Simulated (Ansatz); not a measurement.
This singlet lies 2.69 eV below the relaxed triplet at the level frozen-core CCSD(T)/cc-pVTZ // B3LYP-D3(BJ)/def2-TZVP (Ansatz, a program for electronic structure).

Species: H3GeNO, SMILES `[NH2][Ge][OH]` (lower singlet) (charge 0, multiplicity 1).

Q: Give a relaxed geometry from B3LYP-D3(BJ)/def2-TZVP (Ansatz).

A: One answer among several that fit: the end point of this relaxation, one of several conformers (outside a Z-matrix the atoms follow the SMILES, hydrogens last).
Z-matrix (Å, degrees):
```
N
H 1 1.0091
H 1 1.0105 2 111.72
Ge 1 1.8428 2 121.32 3 179.78
O 4 1.8071 1 99.37 2 -179.65
H 5 0.9639 4 116.93 1 -0.13
```
